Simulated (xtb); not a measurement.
xtb input (GFN-FF):

```bash
xtb mol.xyz --gfnff --opt tight --chrg 0 --uhf 0
```
mol.xyz:
```
21

C     -4.02398704     0.69800564    -0.42314048
C     -2.63203281     0.91684219     0.16232699
C     -1.61611800    -0.12222477    -0.30637080
C     -0.22191516     0.08963301     0.28131785
C      0.77841181    -0.95448278    -0.19964380
S      2.45132780    -0.80504277     0.50000519
C      3.01480643     0.71624216    -0.30868972
H     -4.72891528     1.45378513    -0.07215170
H     -4.00285433     0.74366553    -1.51471211
H     -4.41860925    -0.28138080    -0.14202533
H     -2.27375268     1.91591259    -0.10643952
H     -2.68631201     0.89773285     1.25550698
H     -1.55818347    -0.10213366    -1.40050183
H     -1.97423499    -1.12308176    -0.04005610
H      0.13134900     1.08951753     0.01401768
H     -0.26881837     0.06028162     1.37316365
H      0.85646068    -0.94592958    -1.29003584
H      0.44900146    -1.95493648     0.08902801
H      4.05653531     0.85616615    -0.02350050
H      2.44455942     1.58523999     0.01659462
H      2.95753819     0.62175231    -1.39377119
```

End of the output:

```
         :::::::::::::::::::::::::::::::::::::::::::::::::::::
         ::                     SUMMARY                     ::
         :::::::::::::::::::::::::::::::::::::::::::::::::::::
         :: total energy              -2.931329186070 Eh    ::
         :: gradient norm              0.000131432055 Eh/a0 ::
         ::.................................................::
         :: bond energy               -3.073864025614 Eh    ::
         :: angle energy               0.003773043673 Eh    ::
         :: torsion energy            -0.000065845974 Eh    ::
         :: repulsion energy           0.159594875596 Eh    ::
         :: electrostat energy        -0.008858023148 Eh    ::
         :: dispersion energy         -0.011825670792 Eh    ::
         :: HB energy                  0.000000000000 Eh    ::
         :: XB energy                  0.000000000000 Eh    ::
         :: bonded atm energy         -0.000083539811 Eh    ::
         :: external energy            0.000000000000 Eh    ::
         :: add. restraining           0.000000000000 Eh    ::
         :: total charge               0.000000000000 e     ::
         :::::::::::::::::::::::::::::::::::::::::::::::::::::

           -------------------------------------------------
          |                Property Printout                |
           -------------------------------------------------

molecular dipole:
                 x           y           z       tot (Debye)
 q only:       -0.439       0.257      -0.223       1.412
           -------------------------------------------------
          |                Geometry Summary                 |
           -------------------------------------------------

      molecular mass/u    :      118.2403733
   center of mass at/Å    :        0.0894655      -0.0361532       0.0374378
  moments of inertia/u·Å² :        0.7401405E+02   0.7560532E+03   0.7867139E+03
rotational constants/cm⁻¹ :        0.2277626E+00   0.2229689E-01   0.2142791E-01

 * 20 selected distances

     #   Z          #   Z                                           value/Å
     1   6 C        2   6 C                                       1.5206044
     2   6 C        3   6 C                                       1.5291413
     3   6 C        4   6 C                                       1.5295745
     4   6 C        5   6 C                                       1.5226795
     5   6 C        6  16 S                                       1.7823307 (max)
     6  16 S        7   6 C                                       1.7625218
     1   6 C        8   1 H                                       1.0926157
     1   6 C        9   1 H                                       1.0918410
     1   6 C       10   1 H                                       1.0918485
     2   6 C       11   1 H                                       1.0983921
     2   6 C       12   1 H                                       1.0983970
     3   6 C       13   1 H                                       1.0970594
     3   6 C       14   1 H                                       1.0970357
     4   6 C       15   1 H                                       1.0965221
     4   6 C       16   1 H                                       1.0973503
     5   6 C       17   1 H                                       1.0932065
     5   6 C       18   1 H                                       1.0936537
     7   6 C       19   1 H                                       1.0882095
     7   6 C       20   1 H                                       1.0875499 (min)
     7   6 C       21   1 H                                       1.0880000

 * 3 distinct bonds (by element types)

   Z      Z             #   av. dist./Å        max./Å        min./Å
   1 H    6 C          14     1.0936915     1.0983970     1.0875499
   6 C    6 C           4     1.5254999     1.5295745     1.5206044
   6 C   16 S           2     1.7724263     1.7823307     1.7625218

optimized geometry written to: xtbopt.xyz

           -------------------------------------------------
          | TOTAL ENERGY               -2.931329186070 Eh   |
          | GRADIENT NORM               0.000131432055 Eh/α |
           -------------------------------------------------
########################################################################
[WARNING] Runtime exception occurred
-1- gfnff_setup: Could not read topology file.
########################################################################
Note: The following floating-point exceptions are signalling: IEEE_UNDERFLOW_FLAG IEEE_DENORMAL
normal termination of xtb

------------------------------------------------------------------------
------------------------------------------------------------------------
 total:
 SCF:
 ANC optimizer:
```
